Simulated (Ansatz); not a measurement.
Species: C$_{6}$H$_{4}$O$_{2}$S$_{2}$, SMILES `O=S1C=CC2=C1C=CS2=O` (charge 0, multiplicity 1).

Task: Give a relaxed geometry from PBE-D3(BJ)/def2-SVP run with Ansatz (a program for electronic structure).

Result: the end point of this relaxation (outside a Z-matrix the atoms follow the SMILES, hydrogens last).
Z-matrix (Å, degrees):
```
C
C 1 1.3819
C 1 1.4386 2 115.96
C 3 1.3700 1 111.66 2 2.31
H 4 1.0978 3 128.94 1 175.28
H 3 1.1000 4 124.48 5 -1.60
C 2 1.4386 1 115.96 3 -180.00
C 7 1.3700 2 111.66 1 -2.31
H 8 1.0978 7 128.94 2 -175.28
H 7 1.1000 8 124.48 9 1.60
S 4 1.8019 5 118.07 3 166.59
O 11 1.5097 4 117.03 5 56.11
S 8 1.8019 9 118.07 7 -166.59
O 13 1.5097 8 117.03 9 -56.11
```
